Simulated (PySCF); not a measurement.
Predicted microwave data (PBE0-D3(BJ)/def2-SVP geometry optimisation, gas phase (PySCF 2.14.0)) for one isomer of C2H5FOSi:

- Rotational constants: A = 14122, B = 2097, C = 1868 MHz
- Dipole components: |μa| = 1.31 D, |μb| = 1.11 D, |μc| = 0.00 D
- Inertial defect: -6.18 u·Å²
- κ: -0.96

Question: Which candidate fits, each taken in the one conformer that was computed?
A. `[F:1]/[CH:2]=[CH:3]/[O:4][SiH3:5]` with C2–C3–O4–Si5 -2°
B. `[CH3:1][C:2](=[O:3])[SiH2:4][F:5]` with C1–C2–Si4–F5 -2°
C. `[CH2:1]=[CH:2][O:3][SiH2:4][F:5]` with C1–C2–O3–Si4 0°, C2–O3–Si4–F5 -179°

Answer: C. It is C=CO[SiH2]F, a near-prolate asymmetric top, point group Cs. The candidates at the same level (rigid rotor, commonest isotopes):

```tsv
SMILES	A (MHz)	B (MHz)	C (MHz)	μa (D)	μb (D)	μc (D)	Δ (u·Å²)	point group	rotor
C=CO[SiH2]F	14122	2097	1868	1.31	1.11	0.00	-6.18	Cs	near-prolate asymmetric top
CC(=O)[SiH2]F	6681	2728	2008	0.38	1.10	0.04	-9.25	–	asymmetric top
F/C=C/O[SiH3]	13304	1778	1598	1.45	0.70	0.00	-5.96	Cs	near-prolate asymmetric top
```

`F/C=C/O[SiH3]` has B 15 % too low; `CC(=O)[SiH2]F` has A 53 % too low. In the right answer the mirror of this Cs structure is the ab plane, so μc vanishes by symmetry (the 0.01 D computed is a residue). No structure here is proved a minimum.
